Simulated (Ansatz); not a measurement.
Ansatz (a program for electronic structure) input (wB97M-V/def2-TZVPD):

Ansatz 0.2 input:
```yaml
crystal:
  periodic: [false, false, false]
  atoms:
    - {symbol: F, position_ang: [-0.13415148, 2.11606905, -0.25816282]}
    - {symbol: Ge, position_ang: [-0.02231496, 0.55614922, 0.52217816]}
    - {symbol: Br, position_ang: [1.96421326, -0.40870475, -0.24800287]}
    - {symbol: Br, position_ang: [-1.90931492, -0.64390658, -0.16303244]}
basis:
  gaussian:
    orbitals: def2-TZVPD
hamiltonian:
  xc: {name: wB97M-V}
magnetization: {spin_polarized: true, initial_magnetization: 1}
output: {forces: true}
```

Output:

```
Functional definition: wB97M-V
integrals: 0.27 GiB planned
1509 factors; their error is unknown
integrals: 0.31 GiB planned
270 factors; integrals over basis functions are off by at most 7.1e-5 eV
0.36 GiB of the device are held for the grids
2.42 GiB of device memory are held for the factors and their scratch space
mean field: 1.75 GiB planned
mean field evaluation 1: about -199316.8031 eV, gradient 2.8e1 eV
mean field evaluation 2: about -199315.2608 eV, gradient 4.1e1 eV
mean field evaluation 4: about -199319.6672 eV, gradient 1.6e0 eV
mean field evaluation 8: about -199319.6861 eV, gradient 9.6e-2 eV
mean field evaluation 16: about -199320.2018 eV, gradient 1.0e-3 eV
mean field -199320.20175271 eV, -7324.8823103270 hartree, gradient 2.1e-5 eV, S^2 0.755672; 0 other end points of the search recorded, 0 dependent functions left out
the calculation of the forces begins
reference -199320.20182813 eV, -7324.8823130984 hartree; 56, 55 occupied and 152, 153 virtual orbitals, 1509 factors
Total energy: -199320.20182813 eV, -7324.8823130984 hartree
Atom 0 at    -0.134151     2.116069    -0.258163 Å, force     0.021834    -0.312122     0.131356 eV/Å
Atom 1 at    -0.022315     0.556149     0.522178 Å, force    -0.001730    -0.108129    -0.378164 eV/Å
Atom 2 at     1.964213    -0.408705    -0.248003 Å, force    -0.397086     0.186624     0.131894 eV/Å
Atom 3 at    -1.909315    -0.643907    -0.163032 Å, force     0.376982     0.233626     0.114914 eV/Å
Dipole moment:     0.014924    -0.137308     0.300277 e Å
```

It need not be the lowest isomer of its formula.
